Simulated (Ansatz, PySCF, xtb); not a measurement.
Two conformers of CH3FOSi (SMILES CO[Si]F), B3LYP-D3(BJ)/def2-TZVP minima.
Conformer 1 (charge 0, multiplicity 1, Z-matrix in Å and degrees):
```
C
H 1 1.0901
H 1 1.0901 2 108.97
H 1 1.0903 2 109.60 3 -119.92
O 1 1.4271 2 108.69 3 118.30
Si 5 1.6327 1 133.06 2 120.77
F 6 1.6305 5 102.53 1 0.00
```
Conformer 2 (charge 0, multiplicity 1):
```
atom    x (Å)    y (Å)    z (Å)
----  -------  -------  -------
C     -0.9569   0.1598  -0.0316
O      0.4376   0.2618   0.2340
Si     1.5971  -0.7802  -0.2842
F      2.8941  -0.0706   0.3665
H     -1.2831   1.0570  -0.5579
H     -1.4930   0.0890   0.9149
H     -1.1958  -0.7169  -0.6418
```

No zero-point or thermal terms.

The values were computed with Ansatz (Gaussian orbitals); PySCF for the dispersion terms; xtb for the GFN methods. Each number belongs to the level named beside it.

Q: What electronic energy of conformer 2 less that of conformer 1 does GFN1-xTB give?

A: 3.6 kcal/mol

Ansatz is a first-principles code.
